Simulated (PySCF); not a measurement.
NMR data simulated for an unnamed compound:

¹H NMR (300 MHz, computed): δ 2.14 (s, 6H).

¹³C{¹H} NMR (computed): δ 21.6 (CH3).

PySCF 2.14.0 with density-fitted response routines calculation with NMR shieldings at B97-2/pcSseg-2/GIAO and structure optimised with PBE0-D3(BJ)/def2-TZVP; gas phase, no relativistic terms, averaged over atoms made equivalent by symmetry, fast rotation or ring inversion, one computed conformer.

Referencing at the same level of theory: ¹H (σ = 31.64 ppm) and ¹³C (σ = 185.38 ppm) vs TMS.

Problem. Which of these does the molecule contain: an S-methyl group, a C≡C triple bond, a non-aromatic C=C double bond, a CH3CH2 unit?

Solution. 
- An S-methyl group: yes (δC 21.6; δH 2.14 (s)).
- A C≡C triple bond: no.
- A non-aromatic C=C double bond: no.
- A CH3CH2 unit: no.

The data belong to SMILES F[B-]([S+](C)C)(F)F, C2H6BF3S; they needn't prove each group on their own.

Carbon signals by region: 1 below 50 ppm.

Splittings by ¹⁹F in the carbon and heteronuclear signals aren't shown, as no couplings were computed. Shifts are as computed. Against solution values, carbons near 30 ppm lie about +3 ppm off and those near 130 ppm about +7 ppm. Of 1211 compounds with measured shifts, 218 miss one by over three times the rms of a fit or turn the order of signals round; such compounds aren't used in these exercises.
